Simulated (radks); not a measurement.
Ionisation of the iron ion Fe+, [Ar] 3d6 4s1, to [Ar] 3d6 as the strength of local exchange is varied. Method: non-relativistic Kohn-Sham, Slater X-alpha exchange (alpha = 2/3 is LDA exchange), no correlation, spin-polarised, spherical densities, point nucleus; open shells are filled with parallel spins first; computed with a radial shooting solver on a logarithmic mesh with Libxc functionals.

| alpha | E(Fe+) (hartree) | exchange (hartree) | IE (eV) | -e of the level emptied (eV) | <r> of it (bohr) |
|---|---|---|---|---|---|
| 0.593 | -1253.20673 | -44.86537 | 15.572 | 11.839 (4s) | 2.744 |
| 0.667 | -1258.81819 | -50.69387 | 16.175 | 12.460 (4s) | 2.698 |
| 0.735 | -1263.99712 | -56.09409 | 16.735 | 13.043 (4s) | 2.657 |
| 0.741 | -1264.45512 | -56.57261 | 16.785 | 13.095 (4s) | 2.653 |
| 1 | -1284.38373 | -77.54053 | 18.982 | 15.420 (4s) | 2.509 |

NIST Atomic Spectra Database: 16.199 eV (measured). The Delta-SCF value meets it near alpha = 0.67. Open shells are spherical and high-spin; term and fine-structure splittings are not resolved.
